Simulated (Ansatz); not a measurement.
Saddle point of CH$_{8}$GeO, closed shell (CH₄O ([CH3][OH]) + GeH₄ → CH₆GeO ([CH3][O][GeH3]) + H₂; bonds formed: Ge1–O7, H2–H6; bonds broken: Ge1–H2, H6–O7), PBE0-D4/def2-TZVP structure:

```
11
angstrom
Ge -0.5059 0.7810 -1.0711
H 1.4157 0.7196 -1.1388
H -0.5297 0.6968 -2.6032
H -0.3686 2.1978 -0.4907
H -1.8836 0.2461 -0.5749
H 1.2143 -0.1150 -0.4634
O 0.3330 -0.7344 -0.0629
C 0.1260 -0.9085 1.3295
H 0.5750 -1.8524 1.6431
H 0.5705 -0.0875 1.9018
H -0.9466 -0.9437 1.5307
```

Energies are electronic, without zero-point energy. Barriers and step energies count from the start structure reached by relaxing down the imaginary mode; all methods use the PBE0-D4 structures, on which another method's saddle can fall below an end. Program: Ansatz 0.2.0. Basis: def2-TZVPP, with def2-QZVPP for the basis limit. Cores are frozen in the correlated methods. Filled d shells of the heavier atoms are correlated. The def2 sets are not built for correlating such inner shells, so the correlated values are less sure here. B3LYP uses VWN-RPA correlation. Extrapolation: Hartree–Fock as exp(−7.88 √X), correlation as X^−2.97.

| method | barrier (kcal/mol) | step energy (kcal/mol) |
| --- | --- | --- |
| SPW92 | 32.94 | 3.34 |
| PBE-D4 | 39.25 | 1.67 |
| BLYP-D4 | 41.70 | -0.21 |
| r2SCAN-D4 | 42.34 | 0.89 |
| B97M-V | 44.60 | 2.03 |
| PBE0-D4 | ? | 2.62 |
| B3LYP-D4 | 45.33 | 0.92 |
| r2SCAN0-D4 | 45.69 | 1.94 |
| BHLYP-D4 | ? | 1.61 |
| CAM-B3LYP-D4 | ? | 1.43 |
| wB97X-V | 47.27 | 1.23 |
| wB97M-V | 46.50 | 1.73 |
| B2PLYP | 46.83 | 0.43 |
| PBE-QIDH | 46.56 | 1.53 |
| RPA on PBE | 47.10 | 0.61 |
| HF | 61.81 | 2.30 |
| MP2 | 46.01 | -0.82 |
| CCSD | 50.18 | 1.63 |
| CCSD(T) | 47.39 | 0.87 |

(1) Fill in the withheld barriers. (To be estimated.)

The T1 diagnostic stays at or below 0.014.

Answers

(1) Computed: BHLYP-D4 50.35; PBE0-D4 43.88; CAM-B3LYP-D4 46.79 kcal/mol. Each is the energy of the saddle less that of the start structure, by the same method.

For comparison, the barrier by CCSD(T) at an estimated basis limit (MP2 extrapolated from triple and quadruple zeta, plus CCSD(T) − MP2 in triple zeta) is 48.34 kcal/mol.

Labels in which every atom is bracketed show which atoms are joined, not bond orders.

For scale, one of the runs: CCSD(T)/def2-TZVPP, 222 basis functions, launched by `ansatz run in.yaml --threads 4 --pin off --events-out ev --progress --plain --max-ram 9574MiB`. Time: 72 s of wall clock on 4 CPU threads of an Arm Neoverse V2; the host was shared. Peak host memory: 3.6 GiB.
